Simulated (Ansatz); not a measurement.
Start from `CCC([SiH3])Cl` and change one atom or group to get `N=CC([SiH3])Cl`.

Ansatz, PBE0-D4/def2-TZVP geometries, multiplicity 1. Each molecule was computed in one conformer, which needn't be the lowest.

| property | `CCC([SiH3])Cl` |
| --- | --- |
| LUMO energy (PBE0/def2-TZVPP) / eV | 0.24 |
| size of the dipole moment (B3LYP/def2-TZVPP) / D | 1.79 |
| zero-point energy (PBE0-D4/def2-TZVP) / kJ/mol | 288.1 |
| ideal-gas entropy at 298 K and 1 bar (rigid rotor, harmonic PBE0-D4/def2-TZVP) / J/(mol·K) | 357 |
| LUMO energy (ωB97M-V/def2-TZVPP) / eV | 1.94 |
| HOMO–LUMO gap (PBE/def2-TZVPP) / eV | 5.89 |

**Question.** What does the change do to each property? (An estimate is asked.)

**Answer.** Computed: 
```json
{"property": "LUMO energy (PBE0/def2-TZVPP) / eV", "`N=CC([SiH3])Cl`": "-0.93", "shift": "-1.17"}
{"property": "size of the dipole moment (B3LYP/def2-TZVPP) / D", "`N=CC([SiH3])Cl`": "1.99", "shift": "0.20"}
{"property": "zero-point energy (PBE0-D4/def2-TZVP) / kJ/mol", "`N=CC([SiH3])Cl`": "197.3", "shift": "-90.8"}
{"property": "ideal-gas entropy at 298 K and 1 bar (rigid rotor, harmonic PBE0-D4/def2-TZVP) / J/(mol·K)", "`N=CC([SiH3])Cl`": "349", "shift": "-8"}
{"property": "LUMO energy (ωB97M-V/def2-TZVPP) / eV", "`N=CC([SiH3])Cl`": "1.24", "shift": "-0.70"}
{"property": "HOMO–LUMO gap (PBE/def2-TZVPP) / eV", "`N=CC([SiH3])Cl`": "4.36", "shift": "-1.53"}
```

With PBE0 the HOMO rises by 0.11 eV and the LUMO falls by 1.17 eV, so the gap narrows by about 1.28 eV. PBE moves the HOMO by 0.26 eV and ωB97M-V by 0.03 eV. The zero-point energy changes by -90.8 kJ/mol with -9 modes. Dipoles are sizes alone; their direction can turn.

Positive LUMOs are unbound, so they and the gaps depend on the basis.

B3LYP here is the variant with VWN-RPA as its local correlation; programs differ in this.
